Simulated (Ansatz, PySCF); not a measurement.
C₃H₅O, SMILES CC[C]=O, multiplicity 2. Atoms are numbered in the order given.

```xyz
9

C     -1.7365    -0.0517    -0.2784
C     -0.2803    -0.4449    -0.4508
C      0.6906     0.4669     0.2553
O      1.7814     0.2315     0.6364
H     -2.3910    -0.7203    -0.8555
H     -2.0425    -0.1089     0.7768
H     -1.9100     0.9791    -0.6208
H     -0.0774    -1.4796    -0.1206
H      0.0165    -0.3911    -1.5142
```
Charge 0, spin multiplicity 2.

Geometry: PBE0-D3(BJ)/def2-SVP. The isomer is the one that the SMILES or the coordinates give; other isomers of the formula were not compared. One conformer was computed; it need not be the lowest.

Two levels are set side by side: PBE-D3(BJ)/def2-SVP (PySCF) and PBE0-D3(BJ)/def2-SVP (Ansatz, a quantum-chemistry and plane-wave program). Each level has its own optimised geometry; the coordinates shown are those of the second. Frequencies come from the Hessian of PySCF at each geometry. Differences are taken from unrounded values.

```tsv
quantity	PBE0-D3(BJ)
mean bond length (Å)	1.214
bond C1–C2 (Å)	1.518
bond C2–C3 (Å)	1.508
bond C3–O4 (Å)	1.179
bond C1–H5 (Å)	1.099
bond C1–H6 (Å)	1.100
bond C1–H7 (Å)	1.100
bond C2–H8 (Å)	1.105
bond C2–H9 (Å)	1.105
highest harmonic wavenumber (cm⁻¹)	3170
mean harmonic wavenumber (cm⁻¹)	1508
zero-point energy (kcal/mol)	45.28
```

**Question.** What does PBE-D3(BJ) give, and how far is it from PBE0-D3(BJ)? (An estimate is asked for; the answer gives what the named calculation found.)

**Answer.** 
```csv
quantity,PBE-D3(BJ),PBE-D3(BJ) minus PBE0-D3(BJ)
mean bond length (Å),1.224,0.009
bond C1–C2 (Å),1.528,0.010
bond C2–C3 (Å),1.517,0.009
bond C3–O4 (Å),1.193,0.014
bond C1–H5 (Å),1.107,0.008
bond C1–H6 (Å),1.108,0.008
bond C1–H7 (Å),1.108,0.008
bond C2–H8 (Å),1.114,0.009
bond C2–H9 (Å),1.114,0.009
highest harmonic wavenumber (cm⁻¹),3080,-90
mean harmonic wavenumber (cm⁻¹),1457,-52
zero-point energy (kcal/mol),43.73,-1.55
```

GGA bonds tend to be longer and softer than those of functionals with exact exchange. Differences between two approximate levels are no errors against the true value.
